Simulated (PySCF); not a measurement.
Computed IR spectrum (relative IR intensity) of a molecule C5H7F. The structure is a stationary point at PBE-D3(BJ)/def2-SVP. The values are those of a single conformer. Computed with PBE-D3(BJ)/def2-SVP in PySCF. Frequencies are harmonic and unscaled.

Lines under 2 % of the strongest are left out, and lines within 2 cm⁻¹ are merged.

```tsv
ν (cm⁻¹)	relative intensity
323	3.3
340	8.2
425	14
640	56
644	3.5
655	59
795	9.6
856	6.1
900	19
947	16
1039	25
1073	51
1131	35
1203	14
1275	28
1313	5.1
1326	20
1359	50
1372	9.7
1405	5.2
1420	4.3
2169	5.1
2952	42
2969	44
2983	11
3016	6.2
3078	15
3086	12
3409	100
```

Task: Pick the molecule that these values belong to.
A) C=C(F)C1CC1
B) C#CC[C@@H](C)F
C) CC#C[C@@H](C)F
D) C=C1CC(F)C1

Result: B, C#CC[C@@H](C)F
